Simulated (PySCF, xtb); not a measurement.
W(NH)(F)(Cl)3 (Cl₃FHNW), SMILES [NH]=[W]([F])([Cl])([Cl])[Cl], multiplicity 1.

Harmonic wavenumbers (cm⁻¹) from xtb with GFN2-xTB at its own minimum, in rising order: 61, 74, 156, 157, 187, 218, 274, 285, 313, 333, 389, 671, 674, 938, 3424.

### Question
What does PBE-D3(BJ)/def2-SVP in PySCF give at its own minimum? (An estimate is asked for; the answer gives what the named calculation found.)

### Answer
57, 79, 140, 160, 198, 223, 299, 326, 391, 398, 664, 695, 727, 959, 3502. Paired by order, the mean absolute difference is 47 cm⁻¹ and the zero-point energies are 11.7 and 12.6 kcal/mol.
